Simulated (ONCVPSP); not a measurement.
**u(r) = r·R(r): atom against pseudo-atom (N)**

Columns: radius, all-electron u(r) and pseudo u(r) of the 2p shell (level -7.09 eV) of nitrogen in the configuration [He] 2s2 2p3; PBE, non-relativistic, ONCV scheme, ONCVPSP 4.0.1.

| r (bohr) | all-electron | pseudo |
| --- | --- | --- |
| 0.082 | 0.0518 | 0.0188 |
| 0.165 | 0.1613 | 0.0738 |
| 0.248 | 0.2851 | 0.1592 |
| 0.330 | 0.4013 | 0.2646 |
| 0.413 | 0.5041 | 0.3819 |
| 0.495 | 0.5881 | 0.4976 |
| 0.578 | 0.6560 | 0.6050 |
| 0.660 | 0.7069 | 0.6939 |
| 0.742 | 0.7431 | 0.7616 |
| 0.825 | 0.7664 | 0.8066 |
| 0.908 | 0.7783 | 0.8293 |
| 0.990 | 0.7808 | 0.8329 |
| 1.072 | 0.7759 | 0.8219 |
| 1.155 | 0.7649 | 0.8007 |
| 1.238 | 0.7492 | 0.7737 |
| 1.320 | 0.7302 | 0.7447 |
| 1.402 | 0.7087 | 0.7156 |
| 1.485 | 0.6850 | 0.6873 |
| 1.568 | 0.6601 | 0.6604 |
| 1.650 | 0.6347 | 0.6347 |
| 1.733 | 0.6087 | 0.6087 |
| 1.815 | 0.5829 | 0.5829 |
| 1.898 | 0.5570 | 0.5570 |
| 1.980 | 0.5318 | 0.5318 |
| 2.062 | 0.5072 | 0.5072 |
| 2.145 | 0.4829 | 0.4829 |

Question: How many radial nodes do the two functions have?

Answer: The all-electron 2p function has n − l − 1 = 0; the pseudo-wave has 0.

Question: At about which radius was the pseudo-wave matched?

Answer: 1.65 bohr, where the columns begin to agree (steps of 0.08 bohr).

Question: Is the pseudo-wave norm-conserving?

Answer: Yes: the ONCV scheme keeps the norm inside the radius equal to the all-electron one, which fixes the energy derivative of the logarithmic derivative at the level.
